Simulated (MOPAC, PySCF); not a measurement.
H₅BSi, SMILES `[SiH3]B`, neutral singlet in the gas phase. 

Z-matrix (Å, degrees):
```
Si
H 1 1.4840
H 1 1.4842 2 108.57
H 1 1.4914 2 107.70 3 -116.29
B 1 2.0099 2 113.67 4 -116.57
H 5 1.1917 1 121.42 2 27.60
H 5 1.1917 6 117.40 1 -176.87
```
Charge 0, multiplicity 1.

All levels are single points at this geometry (B3LYP-D3(BJ)/def2-TZVP); Pople sets use spherical d functions. Orbital energies aren't observables, and empty levels follow the basis.

B3LYP/6-311+G** in PySCF gives dipole (D) = 0.38.

Q: Estimate the dipole (D) from each of these levels: B3LYP-D3(BJ)/def2-TZVP in PySCF; B3LYP/LANL2DZ in PySCF; BP86/6-31G* in PySCF; SVWN5/6-31G* in PySCF; HF/3-21G in PySCF; HF/6-31G* in PySCF; AM1 in MOPAC; PM3 in MOPAC.

A: 
```
level                            dipole (D)
-------------------------------  ----------
B3LYP-D3(BJ)/def2-TZVP in PySCF        0.37
B3LYP/LANL2DZ in PySCF                 0.33
BP86/6-31G* in PySCF                   0.38
SVWN5/6-31G* in PySCF                  0.34
HF/3-21G in PySCF                      0.47
HF/6-31G* in PySCF                     0.53
AM1 in MOPAC                           0.17
PM3 in MOPAC                           0.56
```
